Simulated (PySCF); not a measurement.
CH₄F₂OSSi. Atoms are numbered in the order given.

```xyz
10

C     -2.0653     0.6838     1.0650
O     -1.2121     0.8974    -0.0521
Si     0.0783    -0.0434    -0.4487
F     -0.3720    -1.5148    -0.9624
F      0.7801     0.7153    -1.6931
S      1.4171    -0.3955     1.1689
H     -1.4899     0.4090     1.9768
H     -2.8018    -0.1222     0.8574
H     -2.6188     1.6229     1.2634
H      1.5544     0.9400     1.4085
```

The structure is a stationary point at PBE-D3(BJ)/def2-SVP. This is a generated structure with no PubChem entry under its InChIKey; it may be hypothetical. Other conformers were not sampled.

Computed with PBE/pcSseg-1 (PySCF).

GIAO shieldings, no solvent; atoms listed in one row are averaged. δ = σ(ref) − σ: ¹³C against TMS (σ = 182.0 ppm); ¹⁷O against H2O (σ = 334.3 ppm); ²⁹Si against TMS (σ = 335.4 ppm); ¹⁹F against CFCl3 (σ = 133.6 ppm); ³³S against H2S (σ = 706.5 ppm); ¹H against TMS (σ = 31.49 ppm), references at their B3LYP-D3(BJ)/def2-TZVP geometries, non-relativistic.

Computed chemical shifts:
| nucleus | atoms | count | δ (ppm) |
|---|---|---|---|
| ¹³C | C1 | 1 | 59.3 |
| ¹⁷O | O2 | 1 | 76.3 |
| ²⁹Si | Si3 | 1 | -41.6 |
| ¹⁹F | F5 | 1 | -149.0 |
| ¹⁹F | F4 | 1 | -153.0 |
| ³³S | S6 | 1 | -1.9 |
| ¹H | H7, H8, H9 | 3 | 4.34 |
| ¹H | H10 | 1 | 0.94 |
